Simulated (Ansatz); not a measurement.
Reaction (ligand exchange at a B–O bond): `[SiH3]BO[SiH3]` + H–F → `FB[SiH3]` + silanol

Gas-phase electronic energies from Ansatz, PBE0-D4/def2-TZVP geometries. CCSD(T)/CBS adds triple-zeta CCSD(T) − MP2 to the extrapolated MP2 energy (def2 sets, frozen cores). This one scheme is used for every species. Functionals use def2-TZVPP. One conformer a species, not always the lowest.

| level | ΔE (kJ/mol) |
| --- | --- |
| CAM-B3LYP-D4 | -3.0 |
| r2SCANh | -5.2 |
| RPA@PBE/def2-TZVPP | -0.2 |
| MP2/def2-SVP | 0.9 |

Problem. What does CCSD(T)/CBS give? (An estimate is asked.)

Solution. Computed: +4.0 kJ/mol. The listed levels differ from it by -7.0, -9.2, -4.2, -3.1 kJ/mol.

Problem. What do rigid-rotor, harmonic-oscillator terms from PBE0-D4/def2-TZVP frequencies (298.15 K, 1 bar) make of the CCSD(T)/CBS value? (Estimate.)

Solution. Ansatz gave: ΔZPE = +3.2 kJ/mol, ΔH = +4.3 kJ/mol, ΔS = 22 J/(mol·K), ΔG = -2.1 kJ/mol.

Largest T1 diagnostic among the species: 0.014.

From BLYP to BHLYP (50 % exact exchange), in def2-TZVPP and without D4, ΔE moves by +3.4 kJ/mol. At CCSD(T), def2-SVP lies −3.9 kJ/mol from the extrapolated value and def2-TZVPP −2.3 kJ/mol.
